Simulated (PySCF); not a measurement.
C₂H₅BF₂.

```xyz
10

B      0.0137     0.6086     0.0000
F     -1.3127     0.7028     0.0000
F      0.6761     1.7622     0.0000
C      0.7652    -0.7662     0.0000
C     -0.1242    -2.0139     0.0000
H      1.4469    -0.7665     0.8721
H      1.4469    -0.7665    -0.8721
H     -0.7773    -2.0386    -0.8864
H     -0.7773    -2.0386     0.8864
H      0.4755    -2.9373     0.0000
```

Coordinates come from a TPSSh-D3(BJ)/def2-SVP optimisation. One conformer was computed; it need not be the lowest.

These are PBE/pcSseg-1 in PySCF values and carry that method's errors. Non-relativistic, no solvent.

Computed absolute GIAO shielding of each atom: isotropic value and principal components (ppm):
| atom | σ(iso) | σ11 | σ22 | σ33 | span |
|---|---|---|---|---|---|
| B1 | 65.1 | 37.5 | 73.5 | 84.2 | 46.7 |
| F2 | 218.9 | 18.6 | 269.0 | 369.2 | 350.6 |
| F3 | 219.9 | 33.8 | 275.5 | 350.5 | 316.6 |
| C4 | 171.6 | 160.4 | 169.3 | 185.2 | 24.8 |
| C5 | 171.1 | 164.4 | 167.5 | 181.3 | 16.9 |
| H6 | 30.2 | 25.7 | 29.1 | 35.7 | 10.1 |
| H7 | 30.2 | 25.7 | 29.1 | 35.7 | 10.1 |
| H8 | 30.2 | 26.3 | 28.3 | 36.0 | 9.8 |
| H9 | 30.2 | 26.3 | 28.3 | 36.0 | 9.8 |
| H10 | 30.2 | 25.6 | 28.1 | 37.0 | 11.4 |
